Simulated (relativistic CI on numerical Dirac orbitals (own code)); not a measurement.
**Line list: Forbidden lines, Ir⁷⁵⁺**

Computed by Dirac-Coulomb-Breit CI, separate exchange-only KLI orbitals for each configuration, model QED (radiative potential, 1s self-energy scaled to tabulated hydrogen-like ionisation energies), unscaled Slater integrals (own radial code, finite nucleus).

Configurations in the expansion: 1s2, 1s.2s, 1s.2p, 1s.3s, 1s.3p, 1s.3d, 1s.4s, 1s.4p, 1s.4d, 1s.4f, 1s.5s, 1s.5p, 1s.5d, 1s.5f, 1s.5g, 1s.6s, 1s.6p, 1s.6d, 2s2. Levels of other configurations are missing.

| λ vac (Å) | Lower | Upper | Type | A (s⁻¹) | gf | Branching (%) |
| --- | --- | --- | --- | --- | --- | --- |
| 0.1472 | 1s2 1S_0 [1] | 1s.6d 1D_2 [59] | E2 | 2.06e+13 | 3.35e-04 | 6.8 |
| 0.1472 | 1s2 1S_0 [1] | 1s.6d 3D_2 [55] | E2 | 1.58e+13 | 2.57e-04 | 4.7 |
| 0.1489 | 1s2 1S_0 [1] | 1s.5d 1D_2 [43] | E2 | 3.38e+13 | 5.62e-04 | 6.5 |
| 0.1490 | 1s2 1S_0 [1] | 1s.5d 3D_2 [37] | E2 | 2.62e+13 | 4.35e-04 | 4.5 |
| 0.1522 | 1s2 1S_0 [1] | 1s.4d 1D_2 [29] | E2 | 5.98e+13 | 1.04e-03 | 6.1 |
| 0.1523 | 1s2 1S_0 [1] | 1s.4d 3D_2 [23] | E2 | 4.68e+13 | 8.13e-04 | 4.2 |
| 0.1597 | 1s2 1S_0 [1] | 1s.3d 1D_2 [17] | E2 | 1.03e+14 | 1.96e-03 | 4.6 |
| 0.1600 | 1s2 1S_0 [1] | 1s.3d 3D_2 [13] | E2 | 8.17e+13 | 1.57e-03 | 3.3 |
| 0.1601 | 1s2 1S_0 [1] | 1s.3p 3P°_2 [12] | M2 | 1.72e+13 | 3.31e-04 | 2.6 |
| 0.1868 | 1s2 1S_0 [1] | 1s.2p 3P°_2 [6] | M2 | 4.72e+13 | 1.24e-03 | 80.0 |
| 0.1927 | 1s2 1S_0 [1] | 1s.2s 3S_1 [2] | M1 | 1.64e+13 | 2.75e-04 | 100.0 |
| 0.6600 | 1s.2p 3P°_1 [3] | 1s.5f 3F°_3 [41] | E2 | 6.14e+12 | 2.81e-03 | 2.4 |
| 0.7330 | 1s.2p 3P°_2 [6] | 1s.5f 3F°_4 [44] | E2 | 7.48e+12 | 5.42e-03 | 3.0 |
| 0.7353 | 1s.2p 1P°_1 [7] | 1s.5f 1F°_3 [47] | E2 | 6.34e+12 | 3.60e-03 | 2.6 |
| 0.8189 | 1s.2p 3P°_2 [6] | 1s.4f 3F°_4 [30] | E2 | 1.11e+13 | 1.00e-02 | 2.4 |
| 0.8217 | 1s.2p 1P°_1 [7] | 1s.4f 1F°_3 [31] | E2 | 9.48e+12 | 6.71e-03 | 2.0 |

Terms are leading LS components. Brackets give the number of a level in order of energy, since labels repeat. The list gives strong lines, with weight on those to low levels, among the lowest 59 of 60 levels, so that lines to higher ones, which can be the strongest, are missing. Levels whose partners in the same complex of configurations lie outside the list can be far off, and so can their lines. Rates are taken at the computed energies, electric ones in the length gauge.

At this charge energies of transitions that change n are usually good to better than 1 %, and those within a shell (Δn = 0) to a few per cent.

LS names give the leading component of a level, which can be under half, so a name can repeat, a term be missing and a line seem to break the LS rules.
